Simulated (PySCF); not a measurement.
[Tb4O4]4+ at several levels of theory

Computed with PySCF 2.14.0 (density fitting, no spin-orbit coupling) at the geometry relaxed with BP86:

```xyz
8
[Tb4O4]4+ (singlet in the valence; each metal's 4f electrons, 8 of them, lie in its core potential, out of spins and levels)
Tb    1.2126    1.2126    1.2126
Tb    1.2126   -1.2126   -1.2126
Tb   -1.2126    1.2126   -1.2126
Tb   -1.2126   -1.2126    1.2126
O     0.9647    0.9647   -0.9647
O     0.9647   -0.9647    0.9647
O    -0.9647    0.9647    0.9647
O    -0.9647   -0.9647   -0.9647
```

```tsv
level	basis	state	HOMO (eV)	gap (eV)	charge on Tb1 (e)	population of f-type functions on Tb1 (polarisation alone where 4f lies in the core)	dipole about the centre of mass (D)	largest force component (eV/Å)
BP86	Tb lcecp-1-SVP with ECP54, O def2-SVP	singlet	-22.99	4.81	1.63	0.05	0.00	0.00
M06-L	the same	singlet	-22.64	5.32	1.81	0.05	0.00	0.13
BLYP	the same	singlet	-22.75	4.75	1.63	0.05	0.00	0.30
TPSSh	the same	singlet	-23.35	5.93	1.72	0.05	0.00	0.11
BP86	Tb lcecp-1-TZVP with ECP54, O def2-TZVP	singlet	-22.91	4.84	1.88	0.06	0.00	0.14
```

In the lcecp rows the 4f levels are missing from HOMO and gap, and the state counts the valence alone.

Charges are Mulliken's, which hang on the basis. The relaxation used the grid (50, 194), these runs (75, 302) or, all-electron (x2c bases, spin-free X2C Hamiltonian), (99, 590).

Question: What does r2SCAN with Tb lcecp-1-SVP with ECP54, O def2-SVP give here?

Answer: state singlet, HOMO (eV) -23.01, gap (eV) 5.36, charge on Tb1 (e) 1.74, population of f-type functions on Tb1 (polarisation alone where 4f lies in the core) 0.05, dipole about the centre of mass (D) 0.00, largest force component (eV/Å) 0.10. Time: 19 s on 4 threads of AMD EPYC 9R45 96-Core Processor (Zen 5) (shared host), from an already converged density.

In the first row's basis the gap widens with exact exchange: 4.8 to 5.4 eV for BLYP, BP86, M06-L, r2SCAN (none); 5.9 eV for TPSSh (a fixed share).

An lcecp potential fixes the number of 4f electrons, so in runs with it no electron can move into or out of that shell.
